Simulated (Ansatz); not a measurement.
A structure relaxed at r2SCAN-D4/def2-TZVP in Ansatz, charge 0, singlet:

```xyz
4

Hf    1.483    0.156   -0.710
Hf   -0.554    1.555   -0.003
B     0.137   -1.269    0.148
B    -1.066   -0.442    0.566
```

(1) Give its formula and point group.

(2) Summarise the bond lengths by kind (pairs closer than 1.2 times the sum of covalent radii, bridged metal pairs left out).

## Answers

(1) the cluster Hf2B2. Point group C2v (tolerance 0.1 Å).

(2) 4 × B–Hf 2.14 to 2.91 Å; 1 × Hf–Hf 2.57 Å; 1 × B–B 1.52 Å.

In the def2 sets Hf takes a core potential; there is no spin–orbit coupling. The restricted singlet is unstable towards broken spin symmetry at other levels; at r2SCAN-D4/def2-TZVP this wasn't settled. The relaxation made no stability test and no search for a lower SCF solution. No other spin state of charge 0 was run. Another isomer (triplet) lies 0.77 eV lower at PBE0-D4/def2-TZVP; other spin states weren't run for this one.
